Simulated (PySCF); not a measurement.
Compound: C10H7OS (charge -1).
Bonds: S1–C2, C2–C3 (aromatic), C3–C4 (aromatic), C4–C5 (aromatic), C5–C6, C6–C7 (aromatic), C7–C8 (aromatic), C8–C9 (aromatic), C9–C10 (aromatic), C10–C11 (aromatic), C5–O12 (aromatic), C2–O12 (aromatic), C6–C11 (aromatic). Hydrogens: H13 on C3; H14 on C4; H15 on C7; H16 on C8; H17 on C9; H18 on C10; H19 on C11.

The calculation used PBE0-D3(BJ)/def2-SVP geometry optimisation, gas phase (PySCF 2.14.0).

Q: What internal coordinates does the optimisation give?

A: 
| bond | length (Å) | order |
| --- | --- | --- |
| S1–C2 | 1.680 | single |
| C2–C3 | 1.407 | aromatic |
| C3–C4 | 1.404 | aromatic |
| C4–C5 | 1.385 | aromatic |
| C5–C6 | 1.432 | single |
| C6–C7, C6–C11 | 1.416 | aromatic |
| C7–C8, C10–C11 | 1.388 | aromatic |
| C8–C9, C9–C10 | 1.399 | aromatic |
| C5–O12 | 1.367 | aromatic |
| C2–O12 | 1.375 | aromatic |
| C3–H13 | 1.087 | single |
| C4–H14 | 1.090 | single |
| C7–H15, C11–H19 | 1.092 | single |
| C8–H16, C10–H18 | 1.095 | single |
| C9–H17 | 1.093 | single |

Bonds in one row agree within 0.01 Å and their mean is given. Orders are formal, as drawn. A selection of angles:
| angle | degrees |
| --- | --- |
| S1–C2–C3 | 132.7 |
| S1–C2–O12 | 120.7 |
| C3–C2–O12 | 106.6 |
| C2–C3–C4 | 107.9 |
| C3–C4–C5 | 107.2 |
| C4–C5–C6 | 133.4 |
| C4–C5–O12 | 108.4 |
| C6–C5–O12 | 118.2 |
| C5–C6–C7 | 120.9 |
| C7–C6–C11 | 117.1 |
| C6–C7–C8 | 121.1 |
| C7–C8–C9 | 121.1 |
| C8–C9–C10 | 118.4 |
| C2–O12–C5 | 109.9 |

Dihedral angles: C4–C5–C6–C7 180° (antiperiplanar).

Of the pairs four or more bonds apart, O12···H15 is among the closest relative to their van der Waals radii: 2.43 Å, 89 % of the sum of Bondi's values. C7 (aromatic CH carbon) is planar (angles 121.1°, 120.8° and 118.1°, sum 360.0°, 0.00 Å off the plane of its three neighbours). C2 (substituted aromatic carbon) is planar (angles 132.7°, 120.7° and 106.6°, sum 360.0°, 0.00 Å off the plane of its three neighbours). C3 (aromatic CH carbon) is planar (angles 128.2°, 123.9° and 107.9°, sum 360.0°, 0.00 Å off the plane of its three neighbours). C4 (aromatic CH carbon) is planar (angles 127.2°, 125.6° and 107.2°, sum 360.0°, 0.00 Å off the plane of its three neighbours). C9 (aromatic CH carbon) is planar (angles 120.8°, 120.7° and 118.4°, sum 360.0°, 0.00 Å off the plane of its three neighbours). C5 (substituted aromatic carbon) is planar (angles 133.4°, 118.2° and 108.4°, sum 360.0°, 0.00 Å off the plane of its three neighbours).

Point group: Cs (tolerance 0.08 Å). No frequency check.

One conformer stands for the species.
